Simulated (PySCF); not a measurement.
TaCl3, SMILES [Cl][Ta]([Cl])[Cl] (connectivity only; charge and spin as stated), neutral, multiplicity 3. Atoms are numbered in the order given.

```xyz
4

Ta     0.0000     0.0000    -0.0623
Cl     0.0000     2.0901    -0.9915
Cl     0.0000    -2.0901    -0.9915
Cl     0.0000     0.0000     2.2506
```
Charge 0, spin multiplicity 3.

Coordinates come from a PBE0-D3(BJ)/def2-SVP optimisation. A frequency run showed that this geometry is not a minimum. The spin state was assumed, not searched. The def2 effective core potentials stand for the cores of Ta; spin–orbit coupling is left out.

All values below come from TDA-PBE/def2-SVPD run with PySCF 2.14.0.

Vertical excitations. Gas-phase values at a fixed geometry.

```
state    energy (eV)  λ (nm)      f                              main pairs
-------  -----------  ------  -----  --------------------------------------
root 1          0.29    4303  0.001                        α HOMO→LUMO 99 %
root 2          1.17    1063  0.000  α HOMO→LUMO+1 71 %, α HOMO−1→LUMO 29 %
root 3          1.40     889  0.000  α HOMO−1→LUMO 70 %, α HOMO→LUMO+1 29 %
root 4          1.49     830  0.001                     α HOMO→LUMO+2 100 %
root 5          2.39     519  0.001                    α HOMO−1→LUMO+1 99 %
root 6          2.69     461  0.002                   α HOMO−1→LUMO+2 100 %
root 7          3.62     343  0.000                     α HOMO→LUMO+4 100 %
root 8          3.64     340  0.023                      α HOMO→LUMO+3 99 %
root 9          4.08     304  0.000                     α HOMO−2→LUMO 100 %
root 10         4.37     284  0.001                      α HOMO−3→LUMO 98 %
```
Unrestricted roots are not spin-pure.
